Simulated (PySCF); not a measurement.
# Polarisability and C₆ of Ni²⁺ (nickel, charge +2)

[Ar] 3d8, high-spin 3F determinant. Computed with PySCF 2.14 in aug-cc-pVTZ-DK, with scalar relativity by spin-free X2C-1e. Coupled (time-dependent) response in atomic units; α is the mean over directions.

```csv
method,mean α (bohr³),C₆ (like pair),S(−4)
UHF,2.665,7.347,3.040
PBE,3.425,9.691,6.573
PBE0,3.162,8.886,5.118
```

S(−4) is the Cauchy moment in α(ω) = α(0) + S(−4) ω² + …

α(iu) at PBE0:

```tsv
u (hartree)	α(iu) (bohr³)
0	3.162
0.0500	3.150
0.100	3.113
0.200	2.979
0.300	2.798
0.500	2.412
0.750	2.010
1.00	1.705
1.50	1.276
2.00	0.9902
3.00	0.6470
5.00	0.3400
```

For an ion, C₆ is the dispersion term alone; charge-induced terms of lower order in 1/R come first.
